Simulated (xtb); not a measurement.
Cl₂NbO (SMILES [O]=[Nb+]([Cl])[Cl]), charge +1, singlet, at a GFN2-xTB geometry (such geometries of metal compounds can be far from the true shape) (the multiplicity is a formal guess), atoms displaced at random by about 0.1 Å a coordinate; xtb 6.7.1 with GFN1-xTB with ALPB(acetonitrile).

Input for xtb:
```
$ xtb mol.xyz --gfn 1 --chrg 1 --opt --alpb acetonitrile --json

# file mol.xyz
4

Nb     0.45913910     0.25410947     0.09840984
O      1.42336645    -0.91336568    -0.33593158
Cl    -0.71658506    -0.68934628     1.62733099
Cl    -0.99143954     0.56299543    -1.48095340
```

The log (banner, timings and long lists left out):

```
   ID    Z sym.   atoms
    1   41 Nb     1
    2    8 O      2
    3   17 Cl     3, 4

           -------------------------------------------------
          |                Calculation Setup                |
           -------------------------------------------------

           -------------------------------------------------
          |                 G F N 1 - x T B                 |
           -------------------------------------------------

      * Solvation model:               ALPB
        Solvent                        acetonitrile
        Parameter file                 internal GFN1-xTB/ALPB
        Dielectric constant                3.7500E+01
        Reference state                gsolv [1 M gas/solution]
        Free energy shift                  6.2816E-03 Eh       3.9417E+00 kcal/mol
        Temperature                        2.9815E+02 K
        Density                            7.8600E-01 kg/L
        Solvent mass                       4.1050E+01 g/mol
        Interaction kernel             P16
        Born radius scaling (c1)           1.7240E+00
        Born radii integrator          GBOBC
        Born offset                        0.0000E+00 a0       0.0000E+00 AA
        H-bond correction              true
        Ion screening                  false
        Surface tension                    1.0000E-05 Eh       1.5569E+01 dyn/cm
        Grid points                               230 per atom

          ...................................................
          :                      SETUP                      :
          :.................................................:
          :  # basis functions                  34          :
          :  # atomic orbitals                  31          :
          :  # shells                           11          :
          :  # electrons                        24          :
          :  # halogen bonds                     2          :
          :  max. iterations                   250          :
          :  Hamiltonian                  GFN1-xTB          :
          :  restarted?                      false          :
          :  GBSA solvation                   true          :
          :  PC potential                    false          :
          :  electronic temp.          300.0000000     K    :
          :  accuracy                    1.0000000          :
          :  -> integral cutoff          0.2500000E+02      :
          :  -> integral neglect         0.1000000E-07      :
[...]
         :: total energy             -14.774651722646 Eh    ::
 * total energy  :   -14.7746517 Eh     change       -0.5329071E-14 Eh
 * total energy  :   -14.7851593 Eh     change       -0.1050758E-01 Eh
 * total energy  :   -14.7855373 Eh     change       -0.3779666E-03 Eh
 * total energy  :   -14.7856086 Eh     change       -0.7131335E-04 Eh
 * total energy  :   -14.7856081 Eh     change        0.4657792E-06 Eh
 * total energy  :   -14.7856091 Eh     change       -0.1000826E-05 Eh
   *** GEOMETRY OPTIMIZATION CONVERGED AFTER 6 ITERATIONS ***
         :: total energy             -14.785609117900 Eh    ::
[...]
        14                         -0.4158017             -11.3145
        15                         -0.3994077             -10.8684
        16                         -0.3550362              -9.6610
        17                         -0.3352257              -9.1220
        18                         -0.1653366              -4.4990
        19                         -0.1143995              -3.1130
        20                         -0.1140655              -3.1039
        21                         -0.1139096              -3.0996
        22                         -0.1134257              -3.0865
        23                         -0.1117848              -3.0418
       ...                                ...                  ...
        31                          0.3330364               9.0624
      -------------------------------------------------------------
                  HL-Gap            0.0734304 Eh            1.9981 eV
             Fermi-level           -0.4752955 Eh          -12.9334 eV

  Mulliken/CM5 charges         n(s)   n(p)   n(d)
     1Nb    1.70886  2.23355   0.496  0.549  2.246
     2O    -0.56671 -0.87093   1.738  4.828  0.000
     3Cl   -0.07118 -0.18135   1.865  5.215 -0.009
     4Cl   -0.07097 -0.18127   1.865  5.215 -0.009

Wiberg/Mayer (AO) data.
largest (>0.10) Wiberg bond orders for each atom

 ---------------------------------------------------------------------------
     #   Z sym  total        # sym  WBO       # sym  WBO       # sym  WBO
 ---------------------------------------------------------------------------
     1  41 Nb   5.077 --     2 O    2.194     4 Cl   1.441     3 Cl   1.441
     2   8 O    2.329 --     1 Nb   2.194
     3  17 Cl   1.555 --     1 Nb   1.441
     4  17 Cl   1.556 --     1 Nb   1.441
 ---------------------------------------------------------------------------

Topologies differ in total number of bonds
Writing topology from bond orders to xtbtopo.mol

 dipole moment from electron density (au)
     X       Y       Z
   0.3687   3.1275   1.3028  total (Debye):    8.662

optimized geometry written to: xtbopt.xyz

           -------------------------------------------------
          | TOTAL ENERGY              -14.785609117900 Eh   |
          | GRADIENT NORM               0.000204015842 Eh/α |
          | HOMO-LUMO GAP               1.998142872217 eV   |
           -------------------------------------------------

normal termination of xtb
```
